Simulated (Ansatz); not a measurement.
Reaction (formal exchange of groups at the Si–C bond): `O[SiH2]C[Si](O)(O)O` + `C#C` → `C#C[SiH2]O` + `C[Si](O)(O)O`

Isolated molecules relaxed with PBE0-D4/def2-TZVP in Ansatz; ΔE leaves out vibrations. CCSD(T)/CBS is the MP2 limit (def2-TZVPP, def2-QZVPP) plus CCSD(T) − MP2 in def2-TZVPP, frozen cores. This one scheme is used for every species. DFT in def2-TZVPP. B3LYP here is the variant with VWN-RPA as its local correlation; programs differ in this. One conformer a species, not always the lowest.

`O[SiH2]C[Si](O)(O)O`:

Cartesian coordinates in Å:
```
O 1.471 1.310 1.597
Si 1.589 1.124 -0.029
C -0.102 0.830 -0.777
Si -0.918 -0.681 -0.099
O -2.503 -0.868 -0.446
O -0.199 -2.051 -0.648
O -0.793 -0.501 1.536
H 0.784 0.759 1.993
H 2.239 2.344 -0.566
H 2.441 -0.054 -0.387
H -0.008 0.730 -1.864
H -0.731 1.703 -0.576
H -2.716 -1.473 -1.158
H 0.759 -2.075 -0.657
H -1.311 -1.096 2.083
```

`C#C`:

Cartesian coordinates in Å:
```
C 0.259 0.303 0.446
C -0.259 -0.303 -0.446
H 0.720 0.842 1.240
H -0.720 -0.842 -1.240
```

`C#C[SiH2]O`:

```xyz
8

C     0.627   -1.110   -1.745
C     0.170   -0.410   -0.875
Si   -0.529    0.630    0.457
O     0.466    0.678    1.761
H     1.032   -1.724   -2.517
H    -1.861    0.066    0.795
H    -0.657    2.025   -0.013
H     0.752   -0.156    2.137
```

`C[Si](O)(O)O`:

```xyz
11

C     1.082    1.002    0.141
Si   -0.322   -0.191    0.017
O    -0.895   -0.662    1.479
O     0.114   -1.604   -0.708
O    -1.503    0.600   -0.796
H     1.938    0.545    0.643
H     1.404    1.338   -0.848
H     0.782    1.884    0.711
H    -0.683   -1.558    1.744
H     0.460   -1.560   -1.600
H    -2.377    0.206   -0.782
```

| level | ΔE (kJ/mol) |
| --- | --- |
| PBE0-D4 | -15.0 |
| ωB97X-V | -15.6 |
| B3LYP | -29.7 |
| HF/def2-TZVPP | -35.5 |
| CCSD/def2-TZVPP | -19.6 |
| SCS-MP2/def2-QZVPP | -23.7 |
| HF/CBS(def2) | -36.0 |
| CCSD/CBS(def2) | -19.3 |

**Question.** What does CCSD(T)/CBS give? (Estimate.)

**Answer.** Ansatz gave: -17.2 kJ/mol. The listed levels differ from it by 2.2, 1.6, -12.5, -18.3, -2.4, -6.5, -18.8, -2.1 kJ/mol.

Largest T1 diagnostic among the species: 0.013.

In def2-TZVPP, CCSD(T) changes the Hartree–Fock value by +18.1 kJ/mol (the triples alone add +2.1 kJ/mol) and MP2 by +16.4 kJ/mol. The D4 term adds +11.1 kJ/mol with B3LYP and +6.3 kJ/mol with PBE0; it sums over pairs of atoms, weighted by their polarisabilities, and B3LYP, whose exchange is more repulsive, gets the larger term.
